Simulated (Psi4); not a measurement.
A run for Psi4: SAPT0/jun-cc-pV(D+d)Z on C3H7N (a complex), monomers drawn apart or pushed together.

```
memory 2025 MB

molecule dimer {
0 1
C    -0.03104439    0.42615089    0.17979373
H     0.13438928    0.25247475   -0.88241695
H     0.51385174    1.31955557    0.48448781
H    -1.09710096    0.56818331    0.35652105
H     0.32406797   -0.43201632    0.74772377
--
0 1
C    -0.44192638    0.29463947    5.08235151
C     0.19405517   -0.99083672    4.84440016
N     0.69698458   -2.00597707    4.65052903
H     0.15864138    0.88945643    5.77083103
H    -0.54357561    0.83743537    4.14271619
H    -1.43212146    0.14963662    5.51479347
units angstrom
symmetry c1
no_reorient
no_com
}

set {
  basis jun-cc-pV(D+d)Z
  scf_type df
  freeze_core true
}

energy('sapt0')
```

It printed:

```
[...]
==> Input File <==

--------------------------------------------------------------------------
memory 2025 MB

molecule dimer {
0 1
C    -0.03104439    0.42615089    0.17979373
H     0.13438928    0.25247475   -0.88241695
H     0.51385174    1.31955557    0.48448781
H    -1.09710096    0.56818331    0.35652105
H     0.32406797   -0.43201632    0.74772377
--
0 1
C    -0.44192638    0.29463947    5.08235151
C     0.19405517   -0.99083672    4.84440016
N     0.69698458   -2.00597707    4.65052903
H     0.15864138    0.88945643    5.77083103
H    -0.54357561    0.83743537    4.14271619
H    -1.43212146    0.14963662    5.51479347
units angstrom
symmetry c1
no_reorient
no_com
}

set {
  basis jun-cc-pV(D+d)Z
  scf_type df
  freeze_core true
}

energy('sapt0')
--------------------------------------------------------------------------


   => Loading Basis Set <=

    Name: JUN-CC-PV(D+D)Z
    Role: ORBITAL
    Keyword: BASIS
    atoms 1, 6-7    entry C          line   188 file jun-cc-pv_dpd_z.gbs
    atoms 2-5, 9-11 entry H          line    60 file jun-cc-pv_dpd_z.gbs
    atoms 8         entry N          line   222 file jun-cc-pv_dpd_z.gbs

   => Loading Basis Set <=

    Name: JUN-CC-PV(D+D)Z
    Role: ORBITAL
    Keyword: BASIS
    atoms 1, 6-7    entry C          line   188 file jun-cc-pv_dpd_z.gbs
    atoms 2-5, 9-11 entry H          line    60 file jun-cc-pv_dpd_z.gbs
    atoms 8         entry N          line   222 file jun-cc-pv_dpd_z.gbs


  //>>>>>>>>>>>>>>>>>>>>>>>>>>>>>>>>>>>//
  //              Dimer HF             //
  //<<<<<<<<<<<<<<<<<<<<<<<<<<<<<<<<<<<//

   => Libint2 <=

    Primary   basis highest AM E, G, H:  7, 6, 3
    Auxiliary basis highest AM E, G, H:  7, 7, 4
    Onebody   basis highest AM E, G, H:  -, -, -
    Solid Harmonics ordering:            Gaussian


   => Loading Basis Set <=

    Name: JUN-CC-PV(D+D)Z
    Role: ORBITAL
    Keyword: BASIS
    atoms 1, 6-7    entry C          line   188 file jun-cc-pv_dpd_z.gbs
    atoms 2-5, 9-11 entry H          line    60 file jun-cc-pv_dpd_z.gbs
    atoms 8         entry N          line   222 file jun-cc-pv_dpd_z.gbs


         ---------------------------------------------------------
                                   SCF
               by Justin Turney, Rob Parrish, Andy Simmonett
                          and Daniel G. A. Smith
                              RHF Reference
                        1 Threads,   1931 MiB Core
         ---------------------------------------------------------

  ==> Geometry <==

    Molecular point group: c1
    Full point group: C1

    Geometry (in Angstrom), charge = 0, multiplicity = 1:

       Center              X                  Y                   Z               Mass
    ------------   -----------------  -----------------  -----------------  -----------------
         C           -0.031044390000     0.426150890000     0.179793730000    12.000000000000
         H            0.134389280000     0.252474750000    -0.882416950000     1.007825032230
         H            0.513851740000     1.319555570000     0.484487810000     1.007825032230
         H           -1.097100960000     0.568183310000     0.356521050000     1.007825032230
         H            0.324067970000    -0.432016320000     0.747723770000     1.007825032230
         C           -0.441926380000     0.294639470000     5.082351510000    12.000000000000
         C            0.194055170000    -0.990836720000     4.844400160000    12.000000000000
         N            0.696984580000    -2.005977070000     4.650529030000    14.003074004430
         H            0.158641380000     0.889456430000     5.770831030000     1.007825032230
         H           -0.543575610000     0.837435370000     4.142716190000     1.007825032230
         H           -1.432121460000     0.149636620000     5.514793470000     1.007825032230

  Running in c1 symmetry.

  Rotational constants: A =      0.27699  B =      0.01670  C =      0.01585 [cm^-1]
  Rotational constants: A =   8303.85068  B =    500.57213  C =    475.31644 [MHz]
  Nuclear repulsion =   95.486331193313902

  Charge       = 0
  Multiplicity = 1
  Electrons    = 32
  Nalpha       = 16
  Nbeta        = 16

  ==> Algorithm <==

  SCF Algorithm Type is DF.
  DIIS enabled.
  MOM disabled.
  Fractional occupation disabled.
  Guess Type is SAD.
  Energy threshold   = 1.00e-08
  Density threshold  = 1.00e-08
  Integral threshold = 1.00e-12

  ==> Primary Basis <==

  Basis Set: JUN-CC-PV(D+D)Z
    Blend: JUN-CC-PV(D+D)Z
    Number of shells: 53
    Number of basis functions: 107
    Number of Cartesian functions: 111
    Spherical Harmonics?: true
    Max angular momentum: 2

   => Loading Basis Set <=

    Name: (JUN-CC-PV(D+D)Z AUX)
    Role: JKFIT
    Keyword: DF_BASIS_SCF
    atoms 1, 6-7    entry C          line   146 file jun-cc-pvdz-jkfit.gbs
    atoms 2-5, 9-11 entry H          line    70 file jun-cc-pvdz-jkfit.gbs
    atoms 8         entry N          line   202 file jun-cc-pvdz-jkfit.gbs

  ==
[...]
929    97A      3.003860    98A      3.004692
      99A      3.055900   100A      3.056702   101A      3.181692
     102A      3.458801   103A      3.544994   104A      5.036403
     105A      5.040322   106A      5.049248   107A     18.432037

    Final Occupation by Irrep:
              A
    DOCC [    11 ]
    NA   [    11 ]
    NB   [    11 ]

  @DF-RHF Final Energy:  -131.94137777613625

   => Energetics <=

    Nuclear Repulsion Energy =             58.6880957787250921
    One-Electron Energy =                -293.4939572699705082
    Two-Electron Energy =                 102.8644837151091735
    Total Energy =                       -131.9413777761362496

Computation Completed


Properties will be evaluated at   0.000000,   0.000000,   0.000000 [a0]

Properties computed using the SCF density matrix


 Multipole Moments:

 ------------------------------------------------------------------------------------
     Multipole            Electronic (a.u.)      Nuclear  (a.u.)        Total (a.u.)
 ------------------------------------------------------------------------------------

 L = 1.  Multiply by 2.5417464519 to convert [e a0] to [Debye]
 Dipole X            :         -3.7047085            2.9755800           -0.7291286
 Dipole Y            :         32.3553183          -30.8828389            1.4724793
 Dipole Z            :       -202.9485176          203.2259737            0.2774562
 Magnitude           :                                                    1.6663750

 ------------------------------------------------------------------------------------

  Constructing Basis Sets for SAPT...

   => Loading Basis Set <=

    Name: (JUN-CC-PV(D+D)Z AUX)
    Role: RIFIT
    Keyword: DF_BASIS_SAPT
    atoms 1, 6-7    entry C          line   100 file jun-cc-pvdz-ri.gbs
    atoms 2-5, 9-11 entry H          line    30 file jun-cc-pvdz-ri.gbs
    atoms 8         entry N          line   144 file jun-cc-pvdz-ri.gbs

   => Loading Basis Set <=

    Name: (JUN-CC-PV(D+D)Z AUX)
    Role: JKFIT
    Keyword: DF_BASIS_ELST
    atoms 1, 6-7    entry C          line   146 file jun-cc-pvdz-jkfit.gbs
    atoms 2-5, 9-11 entry H          line    70 file jun-cc-pvdz-jkfit.gbs
    atoms 8         entry N          line   202 file jun-cc-pvdz-jkfit.gbs


  //>>>>>>>>>>>>>>>>>>>>>>>>>>>>>>>>>>>//
  //               SAPT0               //
  //<<<<<<<<<<<<<<<<<<<<<<<<<<<<<<<<<<<//



        SAPT0
    Ed Hohenstein
     6 June 2009

      Orbital Information
  --------------------------
    NSO        =       107
    NMO        =       107
    NRI        =       358
    NRI (Elst) =       477
    NOCC A     =         5
    NOCC B     =        11
    FOCC A     =         1
    FOCC B     =         3
    NVIR A     =       102
    NVIR B     =        96

    Elst10,r            =    -0.000158989140 [Eh]
    Exch10              =     0.000040056861 [Eh]
    Exch10 (S^2)        =     0.000040055825 [Eh]

    Maxiter = 50
    CPHF R converge = 1.000000E-08

    Iter     Energy [mEh]          dE [mEh]         Residual      Time [s]
       1      -0.03209081       0.032090811     9.825297e-04             0
       2      -0.03881755       0.006726738     2.817751e-04             0
       3      -0.03964758       0.000830035     5.566753e-05             0
       4      -0.03958719      -0.000060392     1.487666e-05             0
       5      -0.03954008      -0.000047115     1.735252e-06             0
       6      -0.03954453       0.000004457     2.165979e-07             0
       7      -0.03954428      -0.000000252     3.106107e-08             0
       8      -0.03954429       0.000000014     3.723434e-09             0

    CHF Iterations converged

    Maxiter = 50
    CPHF R converge = 1.000000E-08

    Iter     Energy [mEh]          dE [mEh]         Residual      Time [s]
       1      -0.00113944       0.001139441     1.962077e-04             0
       2      -0.00121911       0.000079669     7.695011e-05             0
       3      -0.00131622       0.000097108     1.564728e-05             0
       4      -0.00130743      -0.000008793     4.439850e-06             0
       5      -0.00130685      -0.000000578     2.426500e-06             0
       6      -0.00130772       0.000000875     9.015698e-07             0
       7      -0.00130763      -0.000000097     2.578024e-07             0
       8      -0.00130755      -0.000000074     6.623996e-08             0
       9      -0.00130757       0.000000015     2.082276e-08             0
      10      -0.00130757       0.000000001     4.384872e-09             0

    CHF Iterations converged

    Ind20,r (A<-B)      =    -0.000039544295 [Eh]
    Ind20,r (B<-A)      =    -0.000001307568 [Eh]
    Ind20,r             =    -0.000040851862 [Eh]
    Exch-Ind20,r (A<-B) =     0.000002481681 [Eh]
    Exch-Ind20,r (B<-A) =     0.000000776557 [Eh]
    Exch-Ind20,r        =     0.000003258237 [Eh]
    Disp20              =    -0.000307593587 [Eh]
    Disp20 (SS)         =    -0.000153796794 [Eh]
    Disp20 (OS)         =    -0.000153796794 [Eh]
    Exch-Disp20         =     0.000003161714 [Eh]
    Exch-Disp20 (SS)    =     0.000001891417 [Eh]
    Exch-Disp20 (OS)    =     0.000001270297 [Eh]

    SAPT Results
  --------------------------------------------------------------------------------------------------------
    Electrostatics                 -0.15898914 [mEh]      -0.09976719 [kcal/mol]      -0.41742593 [kJ/mol]
      Elst10,r                     -0.15898914 [mEh]      -0.09976719 [kcal/mol]      -0.41742593 [kJ/mol]

    Exchange                        0.04005686 [mEh]       0.02513606 [kcal/mol]       0.10516927 [kJ/mol]
      Exch10                        0.04005686 [mEh]       0.02513606 [kcal/mol]       0.10516927 [kJ/mol]
      Exch10(S^2)                   0.04005582 [mEh]       0.02513541 [kcal/mol]       0.10516655 [kJ/mol]

    Induction                      -0.03976253 [mEh]      -0.02495136 [kcal/mol]      -0.10439650 [kJ/mol]
      Ind20,r                      -0.04085186 [mEh]      -0.02563493 [kcal/mol]      -0.10725655 [kJ/mol]
      Exch-Ind20,r                  0.00325824 [mEh]       0.00204457 [kcal/mol]       0.00855450 [kJ/mol]
      delta HF,r (2)               -0.00216890 [mEh]      -0.00136101 [kcal/mol]      -0.00569445 [kJ/mol]

    Dispersion                     -0.30443187 [mEh]      -0.19103388 [kcal/mol]      -0.79928577 [kJ/mol]
      Disp20                       -0.30759359 [mEh]      -0.19301789 [kcal/mol]      -0.80758685 [kJ/mol]
      Exch-Disp20                   0.00316171 [mEh]       0.00198401 [kcal/mol]       0.00830108 [kJ/mol]
      Disp20 (SS)                  -0.15379679 [mEh]      -0.09650894 [kcal/mol]      -0.40379343 [kJ/mol]
      Disp20 (OS)                  -0.15379679 [mEh]      -0.09650894 [kcal/mol]      -0.40379343 [kJ/mol]
      Exch-Disp20 (SS)              0.00189142 [mEh]       0.00118688 [kcal/mol]       0.00496591 [kJ/mol]
      Exch-Disp20 (OS)              0.00127030 [mEh]       0.00079712 [kcal/mol]       0.00333517 [kJ/mol]

  Total HF                         -0.15869481 [mEh]      -0.09958249 [kcal/mol]      -0.41665316 [kJ/mol]
  Total SAPT0                      -0.46312668 [mEh]      -0.29061638 [kcal/mol]      -1.21593893 [kJ/mol]

  Special recipe for scaled SAPT0 (see Manual):
    Electrostatics sSAPT0          -0.15898914 [mEh]      -0.09976719 [kcal/mol]      -0.41742593 [kJ/mol]
    Exchange sSAPT0                 0.04005686 [mEh]       0.02513606 [kcal/mol]       0.10516927 [kJ/mol]
    Induction sSAPT0               -0.03976228 [mEh]      -0.02495120 [kcal/mol]      -0.10439584 [kJ/mol]
    Dispersion sSAPT0              -0.30443163 [mEh]      -0.19103373 [kcal/mol]      -0.79928513 [kJ/mol]
  Total sSAPT0                     -0.46312618 [mEh]      -0.29061607 [kcal/mol]      -1.21593762 [kJ/mol]
  --------------------------------------------------------------------------------------------------------



*** Psi4 exiting successfully. Buy a developer a beer!
```

The run finished.

Cost: about 5 core-seconds (a rough figure).
